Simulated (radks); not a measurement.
Excited configurations of Sc+: one electron is placed in a higher orbital outside [Ar] 3d1. The ground configuration is [Ar] 3d1 4s1. Calculated with a radial shooting solver on a logarithmic mesh with Libxc functionals: Dirac Kohn-Sham, BLYP, spin-unpolarised, spherical densities, point nucleus; open shells fill j = l - 1/2 first. Excitation = E - E(ground); binding = E(ion) - E, where the ion is the core of charge +2; n* = 2/sqrt(2 binding) in atomic units, and the quantum defect is n - n*.

| outer orbital | excitation (eV) | binding (eV) | n* | quantum defect | eigenvalue (eV) | <r> (bohr) |
|---|---|---|---|---|---|---|
| 4d3/2 | 7.620 | 5.284 | 3.209 | 0.791 | -3.756 | 6.276 |
| 4f5/2 | 9.510 | 3.394 | 4.004 | -0.004 | -2.346 | 8.834 |
| 5s1/2 | 6.964 | 5.940 | 3.027 | 1.973 | -4.634 | 7.076 |
| 5p1/2 | 8.032 | 4.873 | 3.342 | 1.658 | -3.729 | 8.206 |

The Delta-SCF ionisation energy is 12.904 eV (NIST Atomic Spectra Database: 12.800 eV, measured). Self-interaction in the functional shifts the binding energies and quantum defects, so they are the method's values and not measured ones. Spin polarisation and multiplet splitting are left out, so open shells lie too high by an amount that depends on their filling.

Beside tabulated values, note that spin-unpolarised runs miss the spin-polarisation part of the exchange energy of open shells.
